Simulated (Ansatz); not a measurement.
System: HTe (charge 0, doublet). SMILES: [TeH]
Geometry from a B3LYP-D3(BJ)/def2-TZVP (Ansatz, a program for electronic structure) optimisation:
```xyz
2

Te     0.0000     0.0000    -0.0314
H      0.0000     0.0000     1.6331
```
Charge 0, spin multiplicity 2.

Wanted: vertical electron affinity (to the singlet state of charge -1; a negative value means that the extra electron is unbound and the number depends on the basis; each state is the SCF solution reached for its spin), in eV. Cores are frozen in the correlated levels unless marked. Open shells are spin-unrestricted. Spin-orbit coupling is left out. The frozen core is the preceding noble-gas configuration, with the filled d and f shells of earlier blocks. In def2 rows, elements after Kr have scalar-relativistic effective core potentials. Anions need diffuse functions: def2-D sets add few. CBS marks a two-point X^-3 extrapolation of the correlation energy; Hartree-Fock from the larger set.

```
level                                 program  vertical electron affinity (eV)  minus last row
------------------------------------  -------  -------------------------------  --------------
SVWN5/def2-TZVPD                       Ansatz                             2.49            0.18
PBE/def2-TZVPD                         Ansatz                             2.24           -0.07
r2SCAN/def2-TZVPD                      Ansatz                             2.21           -0.10
B3LYP/def2-TZVPD                       Ansatz                             2.30           -0.01
PBE0/def2-TZVPD                        Ansatz                             2.21           -0.10
BHLYP/def2-TZVPD                       Ansatz                             2.12           -0.19
CAM-B3LYP/def2-TZVPD                   Ansatz                             2.25           -0.06
wB97M-V/def2-TZVPD                     Ansatz                             2.18           -0.13
wB97X-V/def2-TZVPD                     Ansatz                             2.22           -0.09
wB97X/def2-TZVPD                       Ansatz                             2.25           -0.06
CCSD/def2-SVPD                         Ansatz                             2.02           -0.29
CCSD/def2-TZVPPD                       Ansatz                             2.07           -0.24
CCSD/def2-QZVPPD                       Ansatz                             2.16           -0.15
CCSD/CBS(def2-TZVPPD,def2-QZVPPD)      Ansatz                             2.23           -0.08
CCSD(T)/def2-SVPD                      Ansatz                             2.06           -0.25
CCSD(T)/def2-TZVPPD                    Ansatz                             2.14           -0.17
CCSD(T)/def2-QZVPPD                    Ansatz                             2.23           -0.08
CCSD(T)/CBS(def2-TZVPPD,def2-QZVPPD)   Ansatz                             2.31            0.00
```
